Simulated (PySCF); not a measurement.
Input for PySCF: R-HF/3-21G on FGeH3O (SMILES [OH][GeH2][F]), a point of a torsion scan.

```python
from pyscf import gto, scf, dft, mp
from pyscf.data.elements import chemcore

mol = gto.M(
    atom='''
    O     1.23073782   -0.07875169   -0.47652024
    Ge   -0.42248973   -0.15270255   -0.03395224
    F    -0.82036838    1.45781178    0.50888887
    H     1.88943114    0.16421025    0.17224642
    H    -0.70289230   -1.00015076    1.16893371
    H    -1.16330531   -0.36159002   -1.30414116
    ''',
    basis='3-21g',
    charge=0, spin=0, verbose=3, max_memory=1800)
mf = scf.RHF(mol)
mf.conv_tol = 1e-8
mf.max_cycle = 100
mf.kernel()
if not mf.converged:
    mf = mf.newton().run(mf.mo_coeff, mf.mo_occ)
```

Output:

```
converged SCF energy = -2240.50244327153
```

The run converged.

Cost: roughly 0.24 core-seconds.
